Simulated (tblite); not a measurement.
Question: Give a GFN2-xTB geometry of `CC#CC1=NC(C)=[C]S1` [radical]. (Doublet state.)

Answer: 
```
atom  x, y, z in Å
C1    -3.9151    0.4097    0.2623
C2    -2.5016    0.1616    0.3786
C3    -1.3143   -0.0348    0.4585
C4     0.0463   -0.2932    0.6038
N5     0.9748    0.0971   -0.2171
C6     2.2318   -0.2747    0.1319
C7     3.3898    0.1047   -0.7185
C8     2.2314   -0.9842    1.2825
S9     0.6725   -1.2097    1.9644
H10   -4.2516    0.1874   -0.7503
H11   -4.1292    1.4554    0.4837
H12   -4.4590   -0.2208    0.9654
H13    4.3127   -0.2731   -0.2884
H14    3.2612   -0.3063   -1.7184
H15    3.4460    1.1888   -0.8029
```

Orientation and origin are arbitrary. Atoms count from 1 in this order. The 2 C–S bonds span 1.716 Å (C8–S9, aromatic) to 1.756 Å (C4–S9, aromatic), a spread of 0.040 Å. C4 (carbon bonded to C, N and S) is planar (angles 125.2°, 121.7° and 113.0°, sum 360.0°, 0.00 Å off the plane of its three neighbours). The 2 C–N bonds span 1.299 Å (C4–N5, aromatic) to 1.356 Å (N5–C6, aromatic), a spread of 0.057 Å. The 9 heavy atoms lie in one plane (0.000 Å rms).

Bonds between heavy atoms (Å): C1–C2 1.440, C2≡C3 1.206, C3–C4 1.393, C4–N5 1.299, N5–C6 1.356, C6–C7 1.486, C6–C8 1.352, C8–S9 1.716, C4–S9 1.756.

The geometry is computed with GFN2-xTB (gas phase). This method treats the open shell by occupation alone, without spin polarisation.

Its GFN2-xTB frequencies are all real (lowest 18 cm⁻¹).
